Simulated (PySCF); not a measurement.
**How the method changes the constants of SiBi⁺**

State: ³Σ⁻ (triplet), unpaired electrons π ↑↑. Set-up: Si def2-SVPD, Bi def2-SVPD with ECP60; scalar-relativistic core potentials (PySCF 2.14). De refers to Si + Bi⁺ in their high-spin ground configurations, without counterpoise correction. The functionals are run spin-unrestricted. A positive dipole points towards Bi; it is taken about the centre of mass and depends on that origin.

| Level | Re (Å) | ωe (cm⁻¹) | De (eV) | μ (D) | CPU s a point (SCF and correlation, without the integrals) |
| --- | --- | --- | --- | --- | --- |
| UHF | 2.616 | 304 | n/a | -4.60 | 0.25 |
| UHF-MP2 | 2.603 | 354 | n/a | n/a | 0.4 |
| UHF-SCS-MP2 | 2.615 | 339 | n/a | n/a | n/a |
| UHF-CCSD | 2.641 | 306 | n/a | n/a | n/a |
| UHF-CCSD(T) | 2.651 | 303 | n/a | n/a | 6 |
| LDA | 2.625 | 316 | n/a | -3.63 | 0.42 |
| PBE | 2.653 | 306 | n/a | -3.49 | 0.72 |
| r²SCAN | 2.630 | 317 | n/a | -3.52 | 0.9 |
| B3LYP | 2.644 | 311 | n/a | -3.78 | 0.87 |
| PBE0 | 2.613 | 326 | n/a | -3.58 | 1.3 |
| MN15 | 2.591 | 328 | n/a | -3.85 | 1 |

The bond length runs from 2.591 Å (MN15) to 2.653 Å (PBE).

Correlated steps freeze 9 core orbitals. These are scalar-relativistic numbers at best; spin–orbit coupling would shift them, the dissociation energy most. The state is the lowest determinant that a PBE0 search found; another state may lie lower at other levels.

The whole job (state search and all levels along the bond) took about 3 min on 1 thread of Intel Xeon Platinum 8259CL @ 2.50GHz (shared host), peak memory 0.73 GiB.
